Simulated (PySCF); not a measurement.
C7H12Se.
Atom-mapped SMILES: `[CH2:1]1[CH2:2][CH:3]([C@@H:4]2[CH2:5][CH2:6][Se:7]2)[CH2:8]1` (hydrogens: H9, H10 on C1; H11, H12 on C2; H13 on C3; H14 on C4; H15, H16 on C5; H17, H18 on C6; H19, H20 on C8)

Computed, not measured: PBE0-D3(BJ)/def2-SVP geometry optimisation, gas phase (PySCF 2.14.0).

(1) Give the optimised bond lengths and angles.

Answers

(1) 
| bond | length (pm) | order |
| --- | --- | --- |
| C1–C2 | 154.0 | single |
| C2–C3 | 154.2 | single |
| C3–C4 | 150.5 | single |
| C4–C5 | 153.4 | single |
| C5–C6 | 153.0 | single |
| C6–Se7 | 197.6 | single |
| C3–C8 | 154.3 | single |
| C1–C8 | 154.1 | single |
| C4–Se7 | 199.8 | single |
| C1–H9 | 110.0 | single |
| C1–H10 | 110.1 | single |
| C2–H11 | 110.3 | single |
| C2–H12 | 110.1 | single |
| C3–H13 | 110.6 | single |
| C4–H14 | 110.2 | single |
| C5–H15 | 110.2 | single |
| C5–H16 | 110.3 | single |
| C6–H17 | 109.9 | single |
| C6–H18 | 109.8 | single |
| C8–H19 | 110.0 | single |
| C8–H20 | 110.2 | single |

Orders are formal, as drawn. A selection of angles:
| angle | degrees |
| --- | --- |
| C2–C1–C8 | 88.6 |
| C1–C2–C3 | 88.6 |
| C2–C3–C4 | 119.4 |
| C2–C3–C8 | 88.5 |
| C4–C3–C8 | 120.6 |
| C3–C4–C5 | 118.0 |
| C3–C4–Se7 | 117.8 |
| C5–C4–Se7 | 90.8 |
| C4–C5–C6 | 99.5 |
| C5–C6–Se7 | 91.7 |
| C4–Se7–C6 | 72.1 |
| C1–C8–C3 | 88.5 |

Torsions: C8–C1–C2–C3 18° (synperiplanar); C1–C2–C3–C4 -143° (anticlinal); C2–C3–C4–C5 163° (antiperiplanar); C3–C4–C5–C6 -143° (anticlinal); C4–C5–C6–Se7 21° (synperiplanar); C5–C6–Se7–C4 -16° (synperiplanar); C2–C3–C8–C1 18° (synperiplanar); C2–C1–C8–C3 -18° (synperiplanar); C3–C4–Se7–C6 139° (anticlinal).

Of the pairs four or more bonds apart, Se7···H20 is among the closest relative to their van der Waals radii: 2.97 Å, 96 % of the sum of Bondi's values. The 2 C–Se bonds span 1.976 Å (C6–Se7, drawn single) to 1.998 Å (C4–Se7, drawn single), a spread of 0.022 Å. The 4-membered ring C1–C2–C3–C8 has internal angles of 88.5° to 88.6° (sum 354°, against 360° for a flat polygon); it is puckered, 0.12 Å rms from its mean plane, widest ring torsion 18°. The 4-membered ring C4–C5–C6–Se7 has internal angles of 72.1° to 99.5°; it is puckered, 0.13 Å rms from its mean plane, widest ring torsion 21°. The C–C distances run from 1.505 Å (C3–C4, drawn single) to 1.543 Å (C3–C8, drawn single), a spread of 0.038 Å.

Point group: C1 (no symmetry element, even within 0.4 Å). Stationary, but not proved a minimum. One conformer, not necessarily the lowest.
